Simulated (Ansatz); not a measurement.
Species: C$_{10}$H$_{8}$BF, SMILES `Bc1ccc2cc(F)cc-2cc1` (charge 0, multiplicity 1), formula C₁₀H₈BF.

**Question.** How many basis functions does frozen-core CCSD(T)/cc-pVDZ // B3LYP-D3(BJ)/def2-SVP (Ansatz, a program for electronic structure) use, how many core orbitals are frozen, and how many electrons are correlated?

**Answer.** 208 basis functions and 12 frozen orbitals, which leaves 58 correlated electrons. Core time is of the order of minutes.
